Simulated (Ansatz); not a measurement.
Geometry optimisation, RKS LDA/def2-SVPD in Ansatz.

Input file:

```yaml
crystal:
  periodic: [false, false, false]
  atoms:
    - { symbol: Ge, position_ang: [0.0, 0.0, 0.0] }
    - { symbol: Ge, position_ang: [1.4273, 0.0, 2.1732] }
    - { symbol: H, position_ang: [0.0314, -0.4318, 2.6906] }
    - { symbol: H, position_ang: [2.4991, -0.9929, 2.6906] }
    - { symbol: H, position_ang: [1.7512, 1.4247, 2.6906] }
    - { symbol: H, position_ang: [1.7485, 0.0, 0.0731] }
    - { symbol: H, position_ang: [-0.73, 1.2648, -0.5162] }
    - { symbol: H, position_ang: [-0.73, -1.2648, -0.5162] }
basis:
  gaussian: { orbitals: def2-SVPD }
hamiltonian:
  xc: lda
relax:
  f_tol: 0.15
  max_steps: 25
  restrain:
    - { distance: [1, 5], at: 1.55, k: 30.0 }
    - { distance: [0, 1], at: 3.6, k: 30.0 }
    - { distance: [0, 5], at: 2.75, k: 30.0 }
```

Launched with:

```bash
$ ansatz run input.yaml --threads 4 --pin off --max-ram 5120MiB --backend cpu --events-out ev --progress --plain --runs-dir out
```

Task: Where does it end, and by what steps?

Result: The forces met the threshold. The restraints hold the end off the free minimum; the threshold counts their pulls, which the force column leaves out. Restrained pairs: Ge2–H6 (2.12 → 1.55 Å), Ge1–Ge2 (2.60 → 3.60 Å), Ge1–H6 (1.75 → 2.74 Å). After 10 steps the energy has fallen by 0.697 eV (the restraints' own energy left out); Ge1 moved furthest, 1.02 Å.

```
step  energy less start (eV)  largest force component (eV/Å)  accepted
   0                  0.0000                           2.374       yes
   1                  1.1247                           3.796       yes
   2                  2.3111                           3.731       yes
   3                  2.7745                           3.336       yes
   4                  2.4400                           2.244       yes
   5                  1.9206                           2.752       yes
   6                  0.7742                           2.945       yes
   7                 -0.1144                           1.423       yes
   8                 -0.5726                           0.764       yes
   9                 -0.6706                           0.432       yes
  10                 -0.6966                           0.364       yes
```

```xyz
8
Properties=species:S:1:pos:R:3
Ge -0.207 -0.039 -0.998
Ge 1.591 0.026 2.121
H 0.117 -0.377 2.285
H 2.497 -1.034 2.768
H 1.829 1.425 2.711
H 1.999 0.071 0.625
H -0.874 1.098 -0.084
H -0.954 -1.170 -0.142
```

Run time: 10 s on 4 threads of Arm Neoverse V1, on a shared host, peak memory 0.18 GiB.
